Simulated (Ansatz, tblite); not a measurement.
Removing and adding an electron: the cluster ScO₃. Total charge 0; doublet. Geometry: r2SCAN-D4/def2-TZVP. Ansatz, gas phase; energy differences of separate SCF runs; the oxidised species is a triplet (the singlet lies 0.98 eV higher at PBE0-D4/def2-TZVP); the reduced species is a triplet (the singlet lies 0.08 eV higher at PBE0-D4/def2-TZVPD).

```xyz
4

Sc   -0.348   -0.460   -0.662
O     0.627    1.266    0.004
O     0.212   -1.923   -0.048
O    -0.492    1.116    0.706
```

The xTB rows come from tblite. The structure holds one bond between oxygen atoms, so isomers without such links may lie far lower. At PBE0-D4/def2-TZVP a singlet of charge 1 lies 0.32 eV below the triplet, each at its own geometry. The order of the spin states hangs on the level: the singlet lies 0.24 eV below the triplet at PBE-D4/def2-TZVPD, but 0.08 eV above it at PBE0-D4/def2-TZVPD. The singlet is doubtful at PBE0-D4/def2-TZVPD (restricted singlet with a triplet 0.08 eV lower at the same geometry). The structure comes from a short search, and lower isomers may exist.

| level | −HOMO (eV) | vertical IE (eV) | −LUMO (eV) | vertical EA (eV) | HOMO–LUMO gap (eV) | IE − EA (eV) | remarks |
| --- | --- | --- | --- | --- | --- | --- | --- |
| GFN1-xTB | – | 18.25 | – | 7.61 | – | 10.63 | – |
| GFN2-xTB | – | 15.78 | – | 5.68 | – | 10.10 | – |
| PBE-D4/def2-TZVP | 5.78 | 9.41 | 2.68 | – | 3.10 | – | – |
| PBE-D4/def2-TZVPD | 5.86 | – | 2.77 | 0.97 | 3.09 | – | HOMO above zero (-1 triplet), lower spin may lie lower (-1 triplet) |
| r2SCAN-D4/def2-TZVP | 6.03 | 9.46 | 2.09 | – | 3.94 | – | – |
| r2SCAN-D4/def2-TZVPD | 6.08 | – | 2.17 | 0.96 | 3.90 | – | HOMO above zero (-1 triplet), lower spin may lie lower (-1 triplet) |
| PBE0-D4/def2-TZVP | 7.36 | 9.70 | 2.09 | – | 5.27 | – | – |
| PBE0-D4/def2-TZVPD | 7.41 | – | 2.20 | 1.06 | 5.21 | – | HOMO above zero (-1 triplet) |

   A HOMO above zero means that the electron is unbound at that level or that self-interaction error raises the level; the energy of removing that electron tells which. HOMO and LUMO are the levels of the spin that leaves or enters (xTB has no such levels and no spin-polarisation term). Other spin states of the ions may lie lower, which would lower the ionisation energy or raise the affinity. Raw xTB energy differences between charge states are shifted by several eV; the methods need an empirical correction for them.
